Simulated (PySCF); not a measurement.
Computational details: σ from GIAO-PBE0/pcSseg-1, GFN2-xTB geometry, in PySCF (single conformer, fast rotation and ring inversion assumed for equivalent nuclei, non-relativistic, isolated molecule).

δ = σ(ref) − σ, references computed at the same level: ¹H and ¹³C vs TMS. Acid and N–H amide carbonyl carbons lie up to 10 ppm further downfield in solution (hydrogen bonding). Shifts are as computed. Against solution values, carbons near 30 ppm lie about +3 ppm off and those near 130 ppm about +5 ppm; carbons on Cl a further +6 ppm. Of 1211 compounds with measured shifts, 218 miss one by over three times the rms of a fit or turn the order of signals round; such compounds aren't used in these exercises. Carbons bonded to Cl come out too deshielded. OH and NH positions are gas-phase values without hydrogen bonding to other molecules.

**Question.** Order these molecules by the shift of their most deshielded carbon-bound hydrogen, lowest δ first.
A. C=N[SiH2][SiH2]OC
B. C#C[C@H]([SiH2][SiH3])C(=O)O
C. Cc1cc(C)n([SiH](C)C)n1
D. CC(C)(C)c1ccoc1

**Answer.** B (3.41 ppm, hydrogen on an sp3 CH bonded to Si, α to a carbonyl), C (6.11 ppm, hydrogen on an aromatic CH), D (7.51 ppm, hydrogen on an aromatic CH next to the ring oxygen), A (8.74 ppm, hydrogen on a C=N carbon).

**Question.** Order these molecules by the shift of their most deshielded carbon, lowest δ first.
A. C#C[C@H]([SiH2][SiH3])C(=O)O
B. CC(C)(C)c1ccoc1
C. Cc1cc(C)n([SiH](C)C)n1
D. C=N[SiH2][SiH2]OC

**Answer.** B (148.3 ppm, aromatic CH next to the ring oxygen), C (155.4 ppm, substituted aromatic carbon next to a ring nitrogen), D (173.3 ppm, C=N carbon), A (181.9 ppm, carboxylic acid carbon).

**Question.** How many ¹³C and ¹H signals does each give (equivalence by symmetry and fast rotation, but not about amide C–N or C=N bonds)? `O=c1cccc(F)c(Cl)c1`, `Cc1cc(C)n([SiH](C)C)n1`, `C=N[SiH2][SiH2]OC`, `CC(C)(C)c1ccoc1`, `C#C[C@H]([SiH2][SiH3])C(=O)O`

**Answer.** O=c1cccc(F)c(Cl)c1: 7 C, 4 H; Cc1cc(C)n([SiH](C)C)n1: 6 C, 5 H; C=N[SiH2][SiH2]OC: 2 C, 5 H; CC(C)(C)c1ccoc1: 6 C, 4 H; C#C[C@H]([SiH2][SiH3])C(=O)O: 4 C, 6 H.
